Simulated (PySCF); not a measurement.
Two species compared at the same levels of theory.

First species: C5H10GeSi.
Atom-mapped SMILES: `[CH2:1]=[CH:2][CH2:3][SiH2:4][C:5]#[C:6][GeH3:7]` (hydrogens: H8, H9 on C1; H10 on C2; H11, H12 on C3; H13, H14 on Si4; H15, H16, H17 on Ge7)

Second species: C5H10GeSi.
SMILES: `C#C[C@H]([GeH3])[SiH2]C=C`

Levels: B3LYP/def2-SVPD for dipole moment, HOMO energy, LUMO energy, HOMO–LUMO gap, static isotropic polarisability and electronic spatial extent ⟨r²⟩ about the centre of nuclear charge; TDDFT B3LYP/def2-SVPD for lowest singlet excitation; TDA B3LYP/def2-SVPD for lowest triplet excitation (Tamm–Dancoff); ΔSCF B3LYP/def2-SVPD for vertical ionisation energy; PBE0-D3(BJ)/def2-SVP for rotational constant A and rotational constant C. Geometries: PBE0-D3(BJ)/def2-SVP. Each species is one conformer at its optimised geometry, gas phase, non-relativistic unless stated. Electronic properties by PySCF.

Dipoles, sizes and rotational constants follow the conformer. The torsions of the flexible species, by atom-mapped SMILES:
- `[CH2:1]=[CH:2][CH2:3][SiH2:4][C:5]#[C:6][GeH3:7]`: C1–C2–C3–Si4 110°, C2–C3–Si4–C5 55°
- `[CH:1]#[C:2][C@H:3]([GeH3:4])[SiH2:5][CH:6]=[CH2:7]`: C2–C3–Si5–C6 -179°, C3–Si5–C6–C7 113°

Values for the first species:

- Dipole moment: 0.53 D
- HOMO energy: -6.98 eV
- LUMO energy: -0.68 eV
- HOMO–LUMO gap: 6.30 eV
- Lowest singlet excitation: 5.49 eV
- Lowest triplet excitation (Tamm–Dancoff): 4.26 eV
- Static isotropic polarisability: 123.2 au
- Vertical ionisation energy: 8.92 eV
- Electronic spatial extent ⟨r²⟩ about the centre of nuclear charge: 2676 bohr²
- Rotational constant A: 2.854 GHz
- Rotational constant C: 0.381 GHz

Q: Estimate the same properties for the second species, and the change in each.

A: 
```json
{"property": "dipole moment", "first": "0.53 D", "second": "1.27 D", "second less first": "+0.74 D"}
{"property": "HOMO energy", "first": "-6.98 eV", "second": "-7.00 eV", "second less first": "-0.02 eV"}
{"property": "LUMO energy", "first": "-0.68 eV", "second": "-0.92 eV", "second less first": "-0.24 eV"}
{"property": "HOMO–LUMO gap", "first": "6.30 eV", "second": "6.08 eV", "second less first": "-0.22 eV"}
{"property": "lowest singlet excitation", "first": "5.49 eV", "second": "5.43 eV", "second less first": "-0.06 eV"}
{"property": "lowest triplet excitation (Tamm–Dancoff)", "first": "4.26 eV", "second": "4.24 eV", "second less first": "-0.02 eV"}
{"property": "static isotropic polarisability", "first": "123.2 au", "second": "120.6 au", "second less first": "-2.6 au"}
{"property": "vertical ionisation energy", "first": "8.92 eV", "second": "8.91 eV", "second less first": "-0.01 eV"}
{"property": "electronic spatial extent ⟨r²⟩ about the centre of nuclear charge", "first": "2676 bohr²", "second": "1715 bohr²", "second less first": "-961 bohr²"}
{"property": "rotational constant A", "first": "2.854 GHz", "second": "1.729 GHz", "second less first": "-1.125 GHz"}
{"property": "rotational constant C", "first": "0.381 GHz", "second": "0.646 GHz", "second less first": "+0.265 GHz"}
```

On the first: The vertical singlet–triplet gap S1 − T1 is 1.23 eV (TDDFT singlet less Tamm–Dancoff triplet). S1 lies 0.81 eV below the HOMO–LUMO gap. The calculation is non-relativistic and has no spin–orbit coupling, an omission that weighs most on germanium.

On the second: The dipole equals about 4.2 × 10⁻³⁰ C·m (1 D = 3.33564 × 10⁻³⁰ C·m). No computed singlet falls in the visible range (750 to 380 nm, 1.65 to 3.26 eV); S1 lies 2.17 eV above its blue end. Relativistic effects, spin–orbit coupling among them, are left out although an element past zinc is present.
